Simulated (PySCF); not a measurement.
PySCF input file for ZrI4, SMILES [I][Zr]([I])([I])[I], multiplicity 1, IEF-PCM-ωB97X/def2-SVP. Geometry: PBE0-D3(BJ)/def2-SVP. The multiplicity is an assumed one; no other spin state was optimised. The isomer is the one that the SMILES or the coordinates give; other isomers of the formula were not compared. The def2 effective core potentials stand for the cores of I, Zr; spin–orbit coupling is left out.

```python
import numpy as np
from pyscf import gto, scf, dft
from pyscf.solvent import pcm

mol = gto.M(
    atom='''
    Zr    0.00000000    0.00000000    0.00000000
    I     1.54527044    1.54527044   -1.54527044
    I    -1.54527044    1.54527044    1.54527044
    I    -1.54527044   -1.54527044   -1.54527044
    I     1.54527044   -1.54527044    1.54527044
    ''',
    basis='def2-SVP',
    ecp={'I': 'def2-svp', 'Zr': 'def2-svp'},
    charge=0,
    spin=0,
    max_memory=1600,
    verbose=3,
)
mf = dft.RKS(mol, xc='wb97x').density_fit(auxbasis='def2-universal-jkfit')
mf.grids.level = 3
mf.conv_tol = 1e-9
mf.max_cycle = 100
mf.kernel()
res = {}
for name, eps in {'water': 78.355, 'chloroform': 4.7113, 'ethylethanoate': 5.9867}.items():
    s = mf.PCM()
    s.with_solvent.method, s.with_solvent.eps, s.with_solvent.lebedev_order = 'IEF-PCM', eps, 17
    s.kernel(mf.make_rdm1())
    res[name] = (s.e_tot, eps, s.dip_moment(), s.mo_energy, s.converged)
    print(f'{name}: electrostatic solvation free energy {(s.e_tot - mf.e_tot) * 627.509474:.3f} kcal/mol')
```

Log of the run:

```
converged SCF energy = -1238.29982964903

WARN: PCM is an experimental feature. It is still in testing.
Features and APIs may be changed in the future.

converged SCF energy = -1238.30472638803
Dipole moment(X, Y, Z, Debye):  0.00000,  0.00000,  0.00000
water: electrostatic solvation free energy -3.073 kcal/mol

WARN: PCM is an experimental feature. It is still in testing.
Features and APIs may be changed in the future.

converged SCF energy = -1238.30299668224
Dipole moment(X, Y, Z, Debye):  0.00000,  0.00000, -0.00000
chloroform: electrostatic solvation free energy -1.987 kcal/mol

WARN: PCM is an experimental feature. It is still in testing.
Features and APIs may be changed in the future.

converged SCF energy = -1238.30332908597
Dipole moment(X, Y, Z, Debye):  0.00000,  0.00000,  0.00000
ethylethanoate: electrostatic solvation free energy -2.196 kcal/mol
```

The calculation finished and met its thresholds.

Cost: about 60 core-seconds (a rough figure).
